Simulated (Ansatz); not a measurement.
Computed with Ansatz on PBE0-D4/def2-TZVP structures; ΔE is electronic, products minus reactants. CCSD(T)/CBS is the MP2 limit (def2-TZVPP, def2-QZVPP) plus CCSD(T) − MP2 in def2-TZVPP, frozen cores. This one scheme is used for every species. One conformer a species, not always the lowest.

Consider the redistribution: `[SiH3]Cl` + `F[Si](F)(Cl)O[SiH3]` → `F[Si](F)(Cl)O[SiH2]Cl` + SiH₄.

| species | CCSD(T)/CBS(def2) energy (Eh) |
| --- | --- |
| `[SiH3]Cl` | -750.69636 |
| `F[Si](F)(Cl)O[SiH3]` | -1314.79062 |
| `F[Si](F)(Cl)O[SiH2]Cl` | -1774.03015 |
| SiH₄ | -291.46306 |

(1) Work out ΔE.

Largest T1 diagnostic among the species: 0.011.

Answers

(1) ΔE = (-1774.03015) + (-291.46306) − (-750.69636) − (-1314.79062) = -0.00623 Eh = -0.17 eV.

Leaving LDA and LC-ωPBE aside and taking each functional with its dispersion term where it has one, the values, not all of them listed here, spread over 0.08 eV, from revPBE-D4 to B2PLYP. LDA lies −0.05 eV from PBE without D4. In def2-TZVPP, CCSD(T) changes the Hartree–Fock value by −0.09 eV (the triples alone add −0.02 eV) and MP2 by −0.09 eV.
